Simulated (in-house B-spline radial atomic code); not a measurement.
Configurations of the silicon ion Si³⁺, with energies counted from [Ne] 3s1. Computed with a B-spline radial code for spherical atoms: Dirac-Hartree-Fock, average of configuration, Fermi nucleus of rms radius 3.1224 fm. Energies include first-order Breit, QED and recoil terms.

Occupations are held fixed; configurations that lie above the ionisation limit could autoionise.

| configuration | E - E(ref) (eV) | highest orbital | its <r> (bohr) |
| --- | --- | --- | --- |
| [Ne] 3d1 | 19.7 | 3d3/2 | 2.467 |
| [Ne] 4d1 | 30.677 | 4d5/2 | 5.025 |
| [Ne] 5f1 | 36.012 | 5f7/2 | 7.866 |
| [Ne] 6s1 | 36.769 | 6s1/2 | 10.28 |
| [Ne] 7f1 | 40.28 | 7f7/2 | 16.86 |
| [He] 2s2 2p5 3s1 6g1 | 141.96 | 6g9/2 | 10.99 |
| [He] 2s2 2p5 3s1 7f1 | 143.54 | 7f7/2 | 16.73 |
| [He] 2s2 2p5 3s1 7g1 | 143.57 | 7g9/2 | 15.86 |
| [He] 2s1 2p6 3s2 | 153.56 | 3s1/2 | 1.763 |

Order these further configurations by energy, lowest first.
A. [Ne] 6d1
B. [He] 2s2 2p5 3s1 4d1
C. [Ne] 7g1
D. [Ne] 7p1
E. [He] 2s2 2p5 3s1 5g1

A (38.532 eV), D (39.565 eV), C (40.283 eV), B (133.24 eV), E (139.3 eV).

How far above the reference does [Ne] 4p1 lie?

26.772 eV; its least bound orbital is 4p3/2 with <r> = 4.341 bohr.

How far above the reference does [He] 2s2 2p5 3s1 5d1 lie?

138.72 eV; its least bound orbital is 5d5/2 with <r> = 8.017 bohr.

How far above the reference does [Ne] 5g1 lie?

36.018 eV; its least bound orbital is 5g9/2 with <r> = 6.875 bohr.
